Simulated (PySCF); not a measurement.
**Gas-phase XPS of `CC(=S)[SiH]([SiH3])[SiH3]`, computed**

C2H10SSi3.
Structure used (PBE0-D3(BJ)/def2-SVP), in Å, numbered top down from 1:
```
atom  x, y, z in Å
C1     2.1473   -1.3736   -0.1657
C2     0.9340   -0.8359    0.5144
S3     0.4715   -1.2750    2.0164
Si4   -0.1727    0.4455   -0.3605
Si5   -2.3456   -0.4306   -0.3944
Si6   -0.0886    2.3939    0.9412
H7     1.8585   -1.8684   -1.1096
H8     2.6906   -2.0844    0.4727
H9     2.8168   -0.5443   -0.4540
H10    0.3144    0.7228   -1.7538
H11   -2.3251   -1.8242   -0.9372
H12   -2.9005   -0.4451    0.9906
H13   -3.2205    0.4137   -1.2667
H14   -0.7851    2.1464    2.2380
H15    1.3339    2.7725    1.2071
H16   -0.7628    3.5217    0.2257
```

The calculation used PySCF 2.14.0, delta-SCF UKS SCAN, pcX-2 on the ionised atom, pcseg-1 elsewhere, spin-free X2C. Binding energies are ΔSCF values: E(core-ionised, relaxed orbitals) − E(ground state) at a fixed geometry, referred to the vacuum level.

Task: What binding energy does each computed site have?

Result: 
```csv
atom(s),environment,level,binding energy (eV),2p1/2 (eV),above the level's lowest (eV),count
Si4,SiH silicon,Si 2p3/2,106.18,106.80,0.00,1
Si5/Si6,SiH3 silicon,Si 2p3/2,106.43,107.05,+0.25,2
C1,methyl carbon,C 1s,291.06,–,0.00,1
C2,thiocarbonyl carbon,C 1s,291.39,–,+0.33,1
Si4,SiH silicon,Si 1s,1845.85,–,0.00,1
Si5/Si6,SiH3 silicon,Si 1s,1846.14,–,+0.29,2
S3,thiocarbonyl sulfur,S 1s,2476.04,–,0.00,1
```

Lowest listed C 1s: C1, bonded to C and 3 H. Highest, 0.33 eV above it: C2, bonded to S (double bond), C and Si. Summing the Pauling electronegativity differences to the bonded atoms, each weighted by its formal bond order, gives -1.05 for the lowest site and -0.59 for the highest.

Lowest listed Si 1s: Si4, bonded to C, H and 2 Si. Highest, 0.29 eV above it: Si5/Si6, bonded to 3 H and Si.

The listed Si 2p3/2 values span 0.25 eV, from Si4 (bonded to C, H and 2 Si) to Si5/Si6 (bonded to 3 H and Si). Summing the Pauling electronegativity differences to the bonded atoms, each weighted by its formal bond order, gives +0.95 for the lowest site and +0.90 for the highest; the largest sum, +0.95, belongs to Si4, 0.25 eV below the top. The smallest sum, +0.90, belongs to Si5/Si6, 0.25 eV above the lowest.

Task: Which photon wavelength matches the S 1s of S3 threshold?

Result: λ = hc/E = 12398.42 eV Å / 2476.04 eV = 5.007 Å.

One atom of each set of topologically equivalent atoms was ionised and stands for the set; in this conformer not all members are related by symmetry, and their own values weren't computed. Not every level is listed. Spin contamination (⟨S²⟩ against 0.75 for a pure doublet) is marked for C 1s of C2 (0.99), which makes this value less certain. The 2p values add to the ΔSCF energy of one spin-free hole a correction within the shell (spin–orbit coupling, ligand field). 2p1/2 minus 2p3/2 (ligand field included): Si 0.62 eV. Isolated species at its PBE0-D3(BJ)/def2-SVP geometry (one conformer only).
